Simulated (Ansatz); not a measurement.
Calculated with Ansatz (gas phase, PBE0-D4/def2-TZVP geometries, no zero-point term in ΔE). CBS: MP2 limit from def2 TZ/QZ plus the TZ coupled-cluster correction, frozen cores. Each species was taken in one conformer, which may not be the lowest.

`NCC1O[SiH2]1` → `C[Si@H]1O[C@@H]1N`  (isomerisation)

```json
{"species": "`NCC1O[SiH2]1`", "HF/def2-TZVPP energy (Eh)": "-498.12010"}
{"species": "`C[Si@H]1O[C@@H]1N`", "HF/def2-TZVPP energy (Eh)": "-498.14333"}
```

Problem. Work out ΔE.

Solution. ΔE = (-498.14333) − (-498.12010) = -0.02323 Eh = -61.0 kJ/mol. CCSD(T)/CBS gives -65.7 kJ/mol.

Largest T1 diagnostic among the species: 0.013.

In def2-TZVPP, CCSD(T) changes the Hartree–Fock value by −3.3 kJ/mol (the triples alone add −0.9 kJ/mol) and MP2 by −6.7 kJ/mol. At CCSD(T), def2-SVP lies +14.7 kJ/mol from the extrapolated value and def2-TZVPP +1.4 kJ/mol. From BLYP to BHLYP (50 % exact exchange), in def2-TZVPP and without D4, ΔE moves by +4.4 kJ/mol.
